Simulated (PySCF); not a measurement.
# Energy and ionisation energy along a bond of ClGeHO

Calculated results; nothing here was measured. The program is PySCF 2.14.0, an open-source quantum chemistry code, run on an isolated molecule that a program drew, which may never have been made. The molecule is ClGeHO (charge 0, singlet), drawn as the SMILES string `[OH][Ge][Cl]`.

The structure below is the HF double-zeta minimum with every atom moved a little at random, so it isn't optimised. Bond Ge2-Cl3 is then set to each length in the table by shifting atom 3 along it, with nothing else relaxed.
```xyz
4
ClGeHO, angstrom
O     0.4583    1.1405    1.4212
Ge   -1.0072    0.8261    0.4332
Cl   -2.4011    0.9540    2.1543
H     1.2784    1.2494    0.8464
```

E is the energy above the same method's energy at the HF double-zeta minimum. IE is the energy to remove one electron at fixed geometry, to the doublet state of charge +1, as a difference of total energies. The basis family is cc-pV(n+d)Z, with UHF for radicals and no spin-orbit coupling. Best is HF at quadruple zeta, plus MP2 correlation extrapolated from triple and quadruple zeta, plus CCSD(T) minus MP2 at triple zeta, with a frozen core. The other columns are at triple zeta. Germanium has the cc-pVnZ-PP basis, with a core potential (ECP10MDF) in place of its 10 inner electrons, and its 3s, 3p and 3d shells are frozen in MP2 and coupled-cluster steps.

```
bond (Å)  E r2SCAN (kcal/mol)  E HF (kcal/mol)  E CCSD(T) (kcal/mol)  E best (kcal/mol)  IE r2SCAN (eV)  IE HF (eV)  IE CCSD(T) (eV)  IE best (eV)     T1
  2.1634                 0.91             3.23                  0.93               0.96           9.990       9.428           10.043        10.235  0.016
  2.2184                    ?                ?                     ?                  ?               ?           ?                ?             ?      ?
  2.3074                 2.66             5.14                  2.59               2.72          10.122       9.576           10.182        10.407  0.017
  2.6834                20.49            23.96                 21.16              21.11           9.915       8.582            9.734        10.014  0.019
  2.7414                23.77            27.42                 24.61              24.52           9.822       8.424            9.592         9.875  0.019
```

T1 is the CCSD diagnostic of the starting molecule.

**Estimate the best E and IE at 2.2184 Å from the other rows.**

A cubic in the inverse of the bond length through the other values of E best gives 0.99 kcal/mol there. A least-squares quadratic in the bond length through IE best gives 10.320 eV. The calculation gives 0.98 kcal/mol and 10.307 eV, so the fits miss by 0.01 kcal/mol and 0.013 eV. The same recipe one zeta lower moves these two values by 0.32 kcal/mol and 0.13 eV, a gauge of their own error. The rest of the row: E is 0.95 (r2SCAN), 3.30 (HF), 0.89 (CCSD(T)); IE is 10.052 (r2SCAN), 9.513 (HF), 10.108 (CCSD(T)); T1 is 0.016.
